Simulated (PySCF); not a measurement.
Electron correlation in Nb²⁺ (niobium, charge +2)

Starting occupation: [Kr] 4d3, 4d3/2 with m_j = -1/2, +1/2, +3/2. Computed with PySCF 2.14 in x2c-QZVPPall-2c (13s12p9d3f2g, 133 functions), with X2C-1e with screened-nucleus spin-orbit coupling, Gaussian nucleus. Frozen: [Ar] 3d10; 11 electrons correlated; the 32 highest virtual spinors left out.

MP2 pair energies summed by pair of shells (mhartree):

```tsv
pair	energy	share (%)
4p-4p	-108.62	36.9
4d-4p	-108.14	36.8
4p-4s	-39.68	13.5
4d-4d	-16.43	5.6
4d-4s	-14.49	4.9
4s-4s	-6.74	2.3
```

Total MP2 correlation energy: -294.10 mhartree.

The GHF reference relaxed away from the jj start to a determinant that is no pure jj level (⟨S²⟩ = 3.75, ⟨J²⟩ = 6.49); the energies belong to that determinant.

This basis was not built for core-valence correlation, so the inner-shell part is incomplete.
